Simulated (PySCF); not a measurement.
PySCF input file for B(AsH2)2(F) (As2BFH4), SMILES FB([AsH2])[AsH2], B3LYP-D3(BJ)/def2-SVP. Geometry: B3LYP-D3(BJ)/def2-SVP. This is a generated structure with no PubChem entry under its InChIKey; it may be hypothetical.

```python
import numpy as np
from pyscf import gto, scf, dft, df
from pyscf.hessian import thermo

mol = gto.M(
    atom='''
    B     0.00000000   -0.00000000    0.68086728
    As    1.80305956    0.06274522   -0.29716823
    H     2.43153066   -1.07139383    0.50939271
    H     1.34483691   -0.83896741   -1.43902818
    As   -1.80305956   -0.06274522   -0.29716823
    H    -2.43153065    1.07139384    0.50939273
    H    -1.34483692    0.83896741   -1.43902817
    F     0.00000001   -0.00000000    2.00755976
    ''',
    basis='def2-SVP',
    charge=0,
    spin=0,
    max_memory=1600,
    verbose=3,
)
mf = dft.RKS(mol, xc='b3lyp').density_fit(auxbasis='def2-universal-jkfit')
mf.disp = 'd3bj'
mf.grids.level = 3
mf.conv_tol = 1e-11
mf.max_cycle = 100
mf.kernel()

# [left out here: the lines that compute and print the analytic Hessian (its translational invariance restored by hand, since the grid's response is missing), thermochemistry and intensities]
```

Output:

```
converged SCF energy = -4598.34407414822

WARN: DFTD3 does not support analytical Hessian, using finite difference


WARN: Mole.unit (angstrom) is changed to Bohr

Mode                                 0                   1                   2
Irrep
Freq [cm^-1]                      114.2868            131.1250            164.1108
Reduced mass [au]                  10.4762              1.1105              1.0365
Force const [Dyne/A]                0.0806              0.0112              0.0164
Char temp [K]                     164.4333            188.6597            236.1188
Normal mode                   x     y     z       x     y     z       x     y     z
       0   B                -0.00  0.00  0.08   -0.01  0.05 -0.00    0.00 -0.00  0.01
       1  As                -0.07 -0.00 -0.02    0.00 -0.01  0.01   -0.01  0.00  0.01
       2   H                 0.05  0.07 -0.01   -0.25 -0.34 -0.26   -0.16 -0.32 -0.33
       3   H                -0.13 -0.08  0.07   -0.14  0.36 -0.23   -0.14  0.40 -0.25
       4  As                 0.07  0.00 -0.02    0.00 -0.01 -0.01    0.01 -0.00  0.01
       5   H                -0.05 -0.07 -0.01   -0.25 -0.34  0.26    0.16  0.32 -0.33
       6   H                 0.13  0.08  0.07   -0.14  0.36  0.23    0.14 -0.40 -0.25
       7   F                 0.00  0.00  0.08    0.02  0.04 -0.00   -0.00 -0.00  0.01
Mode                                 3                   4                   5
Irrep
Freq [cm^-1]                      242.2193            317.4483            329.7916
Reduced mass [au]                  13.8341              9.1353              2.3852
Force const [Dyne/A]                0.4782              0.5424              0.1528
Char temp [K]                     348.4997            456.7375            474.4967
Normal mode                   x     y     z       x     y     z       x     y     z
       0   B                 0.00 -0.03 -0.00    0.00 -0.00 -0.13    0.02 -0.22  0.00
       1  As                -0.03  0.00  0.03   -0.04 -0.00  0.03   -0.00  0.00  0.00
       2   H                -0.01  0.04  0.07   -0.09  0.03  0.09    0.28  0.02 -0.20
       3   H                 0.09 -0.01 -0.00    0.12  0.01 -0.04    0.17  0.12 -0.15
       4  As                -0.03  0.00 -0.03    0.04  0.00  0.03   -0.00  0.00 -0.00
       5   H                -0.01  0.04 -0.07    0.09 -0.03  0.09    0.28  0.02  0.20
       6   H                 0.09 -0.01  0.00   -0.12 -0.01 -0.04    0.17  0.12  0.15
       7   F                 0.20  0.01 -0.00   -0.00  0.00 -0.14   -0.03  0.07  0.00
Mode                                 6                   7                   8
Irrep
Freq [cm^-1]                      545.8759            593.3492            685.3045
Reduced mass [au]                   1.0303              1.2865              1.1445
Force const [Dyne/A]                0.1809              0.2668              0.3167
Char temp [K]                     785.3939            853.6973            986.0006
Normal mode                   x     y     z       x     y     z       x     y     z
       0   B                -0.00 -0.00 -0.00   -0.12 -0.05 -0.00   -0.00 -0.00  0.03
       1  As                 0.00  0.01 -0.00    0.01  0.00 -0.01   -0.00 -0.00 -0.01
       2   H                -0.51 -0.13  0.22   -0.35 -0.03  0.23   -0.32 -0.01  0.22
       3   H                -0.33 -0.10  0.20    0.42 -0.01 -0.17    0.47  0.05 -0.24
       4  As                -0.00 -0.01 -0.00    0.01  0.00  0.01    0.00  0.00 -0.01
       5   H                 0.51  0.13  0.22   -0.35 -0.03 -0.23    0.32  0.01  0.22
       6   H                 0.33  0.10  0.20    0.42 -0.01  0.17   -0.47 -0.05 -0.24
       7   F                 0.00 -0.00 -0.01   -0.01  0.01 -0.00    0.00  0.00  0.07
Mode                                 9                  10                  11
Irrep
Freq [cm^-1]                      687.5503            828.1834            989.9167
Reduced mass [au]                   1.5078              3.6570              1.0226
Force const [Dyne/A]                0.4200              1.4778              0.5904
Char temp [K]                     989.2318           1191.5716           1424.2698
Normal mode                   x     y     z       x     y     z       x     y     z
       0   B                -0.01  0.17  0.00   -0.26  0.01  0.00   -0.00 -0.00 -0.01
       1  As                -0.01 -0.01  0.00    0.01  0.00 -0.00    0.00 -0.01 -0.00
       2   H                 0.31  0.12 -0.09    0.19 -0.03 -0.18    0.08  0.31  0.37
       3   H                 0.35  0.14 -0.24   -0.13 -0.08  0.10   -0.26  0.38 -0.19
       4  As                -0.01 -0.01 -0.00    0.01  0.00  0.00   -0.00  0.01 -0.00
       5   H                 0.31  0.12  0.09    0.19 -0.03  0.18   -0.08 -0.31  0.37
       6   H                 0.35  0.14  0.24   -0.13 -0.08 -0.10    0.26 -0.38 -0.19
       7   F                -0.01 -0.02  0.00    0.03 -0.00 -0.00    0.00  0.00  0.01
Mode                                12                  13                  14
Irrep
Freq [cm^-1]                      996.7268           1288.4878           2185.2900
Reduced mass [au]                   1.0524             10.8508              1.0195
Force const [Dyne/A]                0.6160             10.6138              2.8684
Char temp [K]                    1434.0679           1853.8471           3144.1457
Normal mode                   x     y     z       x     y     z       x     y     z
       0   B                 0.04  0.03 -0.00   -0.00  0.00 -0.25   -0.00 -0.00 -0.00
       1  As                -0.01  0.01  0.00   -0.00  0.00  0.00   -0.00  0.01 -0.00
       2   H                -0.07 -0.30 -0.36    0.02 -0.00 -0.04    0.26 -0.43  0.32
       3   H                 0.28 -0.37  0.17   -0.05 -0.02  0.04   -0.11 -0.20 -0.28
       4  As                -0.01  0.01 -0.00    0.00 -0.00  0.00    0.00 -0.01 -0.00
       5   H                -0.07 -0.30  0.36   -0.02  0.00 -0.04   -0.26  0.43  0.32
       6   H                 0.28 -0.37 -0.17    0.05  0.02  0.04    0.11  0.20 -0.28
       7   F                -0.00 -0.00  0.00    0.00 -0.00  0.13    0.00  0.00  0.00
Mode                                15                  16                  17
Irrep
Freq [cm^-1]                     2187.6308           2202.5271           2207.8583
Reduced mass [au]                   1.0194              1.0220              1.0220
Force const [Dyne/A]                2.8744              2.9211              2.9353
Char temp [K]                    3147.5136           3168.9462           3176.6165
Normal mode                   x     y     z       x     y     z       x     y     z
       0   B                -0.00 -0.00  0.00   -0.00 -0.00 -0.00    0.00  0.00 -0.00
       1  As                 0.00 -0.01  0.00   -0.00 -0.00 -0.01   -0.00 -0.00 -0.01
       2   H                -0.26  0.44 -0.33    0.14 -0.26  0.18    0.15 -0.27  0.19
       3   H                 0.10  0.19  0.27    0.18  0.36  0.46    0.17  0.35  0.45
       4  As                 0.00 -0.01 -0.00   -0.00 -0.00  0.01    0.00  0.00 -0.01
       5   H                -0.26  0.44  0.33    0.14 -0.26 -0.18   -0.15  0.27  0.19
       6   H                 0.10  0.19 -0.27    0.18  0.36 -0.46   -0.17 -0.35  0.45
       7   F                 0.00  0.00 -0.00    0.00 -0.00  0.00   -0.00 -0.00  0.00
temperature 298.1500 [K]
pressure 101325.00 [Pa]
Rotational constants [GHz] 4.87576 0.99674 0.83895
Symmetry number 2
Zero-point energy (ZPE) 0.03804 [Eh]   99874.322 [J/mol]
                           tot       elec      trans        rot        vib
Entropy [J/mol/K]       351.351      0.000    173.763    114.556     63.031
Cv [J/mol/K]             92.868      0.000     12.472     12.472     67.925
Cp [J/mol/K]            101.183      0.000     20.786     12.472     67.925
Internal energy [J/mol]                      3718.434   3718.434 110469.461
Internal energy [Eh]   -4598.29917  -4598.34407
Enthalpy [J/mol]                             6197.391   3718.434 110469.461
Enthalpy [Eh]          -4598.29822
Gibbs free energy [J/mol]                  -45610.173 -30436.566  91676.673
Gibbs free energy [Eh] -4598.33812
static polarisability / bohr^3: [[93.549 -3.718 -0.   ]
 [-3.715 53.775  0.   ]
 [-0.     0.    63.73 ]]
largest difference of analytic and finite-field dipole derivatives / e: 0.0004914856712552318
mode   freq/cm-1   IR/(km/mol)   Raman/(A^4/amu)   depolarisation
   1      114.29         0.525             0.758            0.149
   2      131.13         1.740             1.216            0.750
   3      164.11         1.080             0.614            0.452
   4      242.22         3.120             0.295            0.750
   5      317.45         1.162             8.249            0.124
   6      329.79        14.573             1.430            0.750
   7      545.88         0.289            32.524            0.519
   8      593.35        14.208             9.674            0.750
   9      685.30        27.708            23.457            0.748
  10      687.55        21.639             4.318            0.750
  11      828.18       146.560             0.668            0.750
  12      989.92         5.603            62.707            0.750
  13      996.73        41.095            14.697            0.750
  14     1288.49       199.192             1.121            0.095
  15     2185.29         0.067           395.824            0.103
  16     2187.63       135.670            57.078            0.750
  17     2202.53        38.714           141.101            0.750
  18     2207.86       122.855            86.722            0.735
max |gradient| / (hartree/bohr): 8.0294907135247e-05
APT charges: [ 0.8657  0.1213 -0.1362 -0.1166  0.1213 -0.1362 -0.1166 -0.6027]
```

Self-consistency was reached.
